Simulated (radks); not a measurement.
Problem. These are the eigenvalues of the occupied orbitals of an atom or ion with whole-number occupations (eV). All-electron calculation, scalar-relativistic Kohn-Sham, r2SCAN, spin-unpolarised, spherical densities, finite nucleus; meta-GGA in the generalised Kohn-Sham scheme; Fermi nuclear charge, rms radius of each element as measured or else 0.836 A^(1/3) + 0.57 fm. Program: a radial shooting solver on a logarithmic mesh with Libxc functionals.

| orbital | eigenvalue |
|---|---|
| 1s | -88190.18 |
| 2s | -15810.94 |
| 2p | -13564.45 |
| 3s | -3813.316 |
| 3p | -3166.375 |
| 3d | -2504.109 |
| 4s | -876.4462 |
| 4p | -663.5268 |
| 4d | -415.4966 |
| 5s | -154.6755 |
| 4f | -142.1833 |
| 5p | -95.8221 |
| 5d | -29.5517 |
| 6s | -19.5738 |
| 6p | -9.7592 |

Which element is it, and in what charge state? The configuration may be excited.

Solution. Z = 82, lead, charge +1: Pb+ in [Hg] 6p1. The list shows which subshells hold electrons but not how many an open one holds; the 1s level, -3240.9 hartree, gives Z - s = 80.5 by -(Z - s)^2/2, which with screening and relativity narrows Z to a few neighbours, and the depths of the outer levels then fix element, charge and occupations together.
